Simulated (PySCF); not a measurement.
# Computed beside measured shifts: Octyldiphenylphosphine Oxide (C20H27OP)

System: Octyldiphenylphosphine Oxide (C20H27OP), SMILES CCCCCCCCP(=O)(c1ccccc1)c1ccccc1.

Atom-mapped SMILES (hydrogens are numbered by the atom that bears them): [CH3:1][CH2:2][CH2:3][CH2:4][CH2:5][CH2:6][CH2:7][CH2:8][P:9](=[O:10])([c:11]1[cH:12][cH:13][cH:14][cH:15][cH:16]1)[c:17]1[cH:18][cH:19][cH:20][cH:21][cH:22]1

Method: GIAO PBE0/pcSseg-2, gas phase, PySCF SCF with an in-house response code, fitting set def2-universal-JFIT up to Ne and JKFIT beyond, grid level 2, non-relativistic, geometry: PBE0-D3(BJ)/def2-SVP.

One optimised conformer. Values are averaged over the atoms that symmetry or fast rotation interchanges, on this one geometry and without vibrational averaging. Shifts are the reference shielding less the shielding here, at the same level (13C, 1H against isolated TMS; 17O against isolated H2O; 31P against isolated H3PO4); nuclei without a reference have shieldings only.

Problem. What shifts does this level give for P9, and how do they compare with measurement?

Solution. 
```csv
atom,nucleus,computed / ppm,measured / ppm,computed less measured,measured against,medium of the measurement
P9,31P,2.0,32.5,-30.5,85 % H3PO4,CDCl3
```

Computed 19F and 31P shifts carry an offset from the reference molecule (CFCl3 is hard for DFT, lone H3PO4 or PH3 isn't the 85 % acid), so differences between compounds are more accurate than the values.

Measured values: supporting information or article, doi 10.1039/c2cc33908k.
